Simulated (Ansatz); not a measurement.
Two isomers of CH6AlFSi2: A = `FC[SiH]1[AlH][SiH2]1`, B = `F[Si]1([SiH3])[CH2][AlH]1`.

Program: Ansatz. Geometries: PBE0-D4/def2-TZVP. ΔE: electronic, gas phase. CCSD(T)/CBS is the MP2 limit (def2-TZVPP, def2-QZVPP) plus CCSD(T) − MP2 in def2-TZVPP, frozen cores. Functionals use def2-TZVPP. B3LYP here is the variant with VWN-RPA as its local correlation; programs differ in this. One conformer a species, not always the lowest.

A:

Z-matrix (Å, degrees):
```
C
Si 1 1.904
F 1 1.389 2 111.4
H 1 1.094 2 110.4 3 120.4
H 1 1.095 2 110.2 3 -120.1
Si 2 2.327 1 128.4 3 -74.3
Al 2 2.414 1 140.3 3 -163.4
H 2 1.498 1 110.4 3 59.6
H 6 1.501 2 104.5 1 -43.3
H 6 1.489 2 129.9 1 89.5
H 7 1.585 2 151.3 1 -62.4
```

B:

Z-matrix (Å, degrees):
```
Si
Si 1 2.332
C 1 1.879 2 110.1
F 1 1.612 2 111.0 3 133.9
Al 1 2.325 2 113.1 3 -59.0
H 2 1.487 1 111.6 3 167.3
H 2 1.492 1 106.2 3 49.5
H 2 1.490 1 113.4 3 -69.4
H 3 1.108 1 110.6 2 166.2
H 3 1.088 1 124.1 2 34.8
H 5 1.582 1 170.1 2 -91.5
```

Problem. Which isomer does CCSD(T)/CBS put lower? Give the gap. (Best estimate.)

Solution. The calculation gave: B, by 206.8 kJ/mol.

Problem. Give E(B) − E(A) in kJ/mol with PBE0-D4, ωB97M-V, B3LYP-D4, r2SCAN-D4, MP2/def2-TZVPP, PBE-D4, B3LYP. (Estimate.)

Solution. Ansatz gave: PBE0-D4 -185.0, ωB97M-V -206.5, B3LYP-D4 -200.5, r2SCAN-D4 -196.4, MP2/def2-TZVPP -217.3, PBE-D4 -178.7, B3LYP -197.9. None reverses the order clearly.

Largest T1 diagnostic: 0.014.

From PBE to PBE0 (25 % exact exchange), in def2-TZVPP and without D4, E(B) − E(A) moves by −6.6 kJ/mol.
